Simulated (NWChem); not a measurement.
System: C$_{2}$H$_{4}$AlF; SMILES [AlH]([CH]=C)[F]

Input file for NWChem:

```
start job
memory heap 200 mb stack 900 mb global 1100 mb
geometry units angstroms noautosym nocenter noautoz
  Al    -0.382150     0.583100     0.000000
  H     -1.973508     0.642175     0.000000
  F      0.451566     2.043941     0.000000
  C      0.579485    -1.103316     0.000000
  C     -0.134627    -2.253180     0.000000
  H      1.682591    -1.187199     0.000000
  H      0.336150    -3.254183     0.000000
  H     -1.241386    -2.255683     0.000000
end
basis spherical
  * library def2-tzvp
end
dft
  xc hfexch
  iterations 150
end
property
  efieldgrad
end
task dft property
```

The geometry was optimised at PBE-D3(BJ)/def2-SVP.

Vzz is the largest principal value of the second derivative of the potential at the nucleus (NWChem prints the opposite sign); η is the asymmetry. Non-relativistic.

Atoms are numbered as in the input.

Q: What results follow from this input? (Hartree-Fock/def2-TZVP.) Quantities: Vzz Al1 (a.u.); η Al1.

A: 
| Item | Value |
|---|---|
| Vzz Al1 (a.u.) | 1.279 |
| η Al1 | 0.39 |
